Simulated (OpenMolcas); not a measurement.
Ni2+ with 6 ligands (chloride) in tetragonal octahedral coordination (D4h) at 2.45 Å, the axial distance 2.475 Å. A charge of +0.667 e stands 3.2 Å behind each ligand. Ligand basis ANO-RCC-VDZP.
```
Ni    0.0000    0.0000    0.0000
Cl    2.4500    0.0000    0.0000
Cl    0.0000    2.4500    0.0000
Cl   -2.4500    0.0000    0.0000
Cl    0.0000   -2.4500    0.0000
Cl    0.0000    0.0000    2.4745
Cl    0.0000    0.0000   -2.4745
```

| Quantity | Value |
| --- | --- |
| Program | OpenMolcas 26.06 |
| Method | SS-CASPT2, IPEA 0.25 Eh, imaginary shift 0.1 Eh (closed shells correlated: 3s 3p and the ligand valence shells) |
| Basis | ANO-RCC-VDZP [5s4p2d1f] |
| Scalar Hamiltonian | DKH2, point nucleus |
| Active space | 8 electrons in 5 orbitals (3d) |
| State averaging | 2S+1 = 3 even, 10 roots; 2S+1 = 1 even, 15 roots |
| Spin-orbit coupling | state interaction with AMFI integrals over the reference wave functions |

Task: What is the spin-free ground state (labels of D4, the rotations of D4h)?

Result: 3B1, 1-fold in its orbital part, 100 % from free-ion F terms; it has the highest spin that d8 allows.

Task: Where is the first state of the same spin?

Result: 3E at 5210 cm-1 above the ground state.

Task: What are the lowest two levels with spin-orbit coupling?

Result: A 1-fold level B2, then a 2-fold level E 2 cm-1 above it. Their leading multiplicities are 3 (100 %) and 3 (100 %).

Task: What is χT at 300 K, and how does it compare with the textbook value?

Result: The lowest level has 2S+1 = 3, for which the spin-only value is χT = S(S+1) / 2 = 1.000 cm3 K/mol (g = 2). The computed 1.571 at 300 K differs by +0.571, through orbital momentum, spin-orbit coupling and any other state in reach.

Over all roots computed the reference weight is 0.66 to 0.67; a low but even weight reflects the number of correlated electrons. A single d shell leaves out the double-shell effect, which counts most for late 3d ions, where the CASPT2 field can be off either way by tens of per cent. Ligand-to-metal charge-transfer states are missing. For late 3d ions with one d shell CASPT2 can put B and the spin-flip bands somewhat low as well as high. With one d shell and no ligand orbital active, 10Dq can be off by tens of per cent for divalent 3d ions, low with halides held by bare charges and at times high in hosts, and the orbital part of g and χT goes as 1/10Dq. Free-ion shares, where given, are those of the reference states; single-state CASPT2 does not remix them. No measured value stands beside these numbers; the geometry was imposed, not optimised, and the real ion may take another.
